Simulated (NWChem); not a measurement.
System: CH2NO, doublet; SMILES [NH]C=O

The following NWChem deck was run.

```
start job
memory heap 200 mb stack 900 mb global 1100 mb
geometry units angstroms noautosym nocenter noautoz
  N      0.186231    -1.136432    -0.026404
  C     -0.447246     0.035605     0.028772
  O      0.236876     1.087632    -0.014444
  H      1.175457    -1.071256     0.277846
  H     -1.561132     0.051025    -0.038100
end
basis spherical
  * library def2-svp
end
dft
  odft
  mult 2
  xc pbe0
  iterations 150
end
cosmo
  dielec 11.7
end
task dft energy
```

The geometry was optimised at PBE-D3(BJ)/def2-SVP, spin-unrestricted. No stability test was run on the SCF state.

Level: PBE0/def2-SVP with COSMO at NWChem's default radii, gas-phase geometry; the question gives the dielectric constant. Reactions with the solvent are ignored.

Q: What results follow from this input? (PBE0/def2-SVP, spin-unrestricted, COSMO on the gas-phase geometry.) Quantities: electrostatic solvation energy (kcal/mol); dipole in solution (D).

A: The electrostatic solvation energy (kcal/mol) is -5.0 and the dipole in solution (D) is 1.58.
